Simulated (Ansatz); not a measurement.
Born–Oppenheimer molecular dynamics of Cl5HW (7 atoms, charge 0, multiplicity 1). It starts from a relaxed structure.

These are results of RHF/def2-SVP (Ansatz 0.2.0), not measurements.

| Quantity | Value |
| --- | --- |
| ensemble | NVT, Langevin thermostat |
| time step | 0.5 fs |
| steps asked | 250 |
| set temperature | 2000 K |
| friction | 0.005 /fs |
| temperature schedule | 62 steps to 2000 K, then 188 steps to 6000 K |
| seed | 879135 |

First frame:

```xyz
7
Properties=species:S:1:pos:R:3
W 0.195 0.000 0.000
Cl -0.146 0.000 2.263
Cl 2.546 0.000 0.000
Cl -0.146 2.263 0.000
H -1.486 0.000 0.000
Cl -0.146 -2.263 0.000
Cl -0.146 0.000 -2.263
```

What does the run give?

All steps were run.

| Item | Value |
| --- | --- |
| steps done | 250 |
| time covered | 125 fs |
| mean temperature over the second half | 1629 K |
| spread of the potential energy over the second half | 30.8 meV per atom |
| mean potential energy of the second half above the start | 77.5 meV per atom |

The schedule's set-point averaged 4670 K over the second half and the system 1629 K, so it lags behind the ramp. A run of 0.12 ps of so small a system gives no equilibrium averages.

What happens to the structure?

The same pairs are bonded in the first frame and the last. Pairs count as bonded within 1.25 times the sum of covalent radii (0.12 Å more for H–H). The details hang on the random start.

How do temperature and energy run in time?


| time (fs) | T (K) | potential energy less start (eV) |
| --- | --- | --- |
| 0.0 | 1714 | 0.000 |
| 10.0 | 1673 | 0.176 |
| 20.0 | 1418 | 0.406 |
| 30.0 | 1353 | 0.467 |
| 40.0 | 1557 | 0.559 |
| 50.0 | 1503 | 0.514 |
| 60.0 | 1269 | 0.617 |
| 70.0 | 890 | 0.784 |
| 80.0 | 615 | 0.639 |
| 90.0 | 1395 | 0.355 |
| 100.0 | 1380 | 0.224 |
| 110.0 | 2822 | 0.430 |
| 120.0 | 2759 | 0.752 |

Run time: 7.3 min on 4 threads of Arm Neoverse V1, with other jobs on the host, peak memory 0.46 GiB.
